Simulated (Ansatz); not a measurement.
Consider the substitution at a C–Sb bond: `C[CH2][SbH2]` + `OC(F)F` → `CCOC(F)F` + `[SbH3]`.

Calculated with Ansatz (gas phase, PBE0-D4/def2-TZVP geometries, no zero-point term in ΔE). CCSD(T)/CBS is the MP2 limit (def2-TZVPP, def2-QZVPP) plus CCSD(T) − MP2 in def2-TZVPP, frozen cores. DFT in def2-TZVPP. def2 core potentials past Kr. For Sb outer-core shells are correlated without core-valence functions, which leaves a few kJ/mol of doubt a bond. Each species was taken in one conformer, which may not be the lowest.

CCSD(T)/CBS gives +0.57 eV.

Problem. Another level gave +0.48 eV. Which?
A. BHLYP/def2-TZVPP
B. BLYP/def2-TZVPP
C. MP2/def2-TZVPP
D. PBE0/def2-TZVPP

Solution. D. PBE0 0.48, MP2/def2-TZVPP 0.63, BHLYP 0.39, BLYP 0.43 eV.

Largest T1 diagnostic among the species: 0.014.

The D4 term adds +0.05 eV with B3LYP and +0.02 eV with PBE0; it sums over pairs of atoms, weighted by their polarisabilities, and B3LYP, whose exchange is more repulsive, gets the larger term. From BLYP to BHLYP (50 % exact exchange), in def2-TZVPP and without D4, ΔE moves by −0.04 eV. At CCSD(T), def2-SVP lies −0.25 eV from the extrapolated value and def2-TZVPP −0.06 eV.

B3LYP here is the variant with VWN-RPA as its local correlation; programs differ in this.
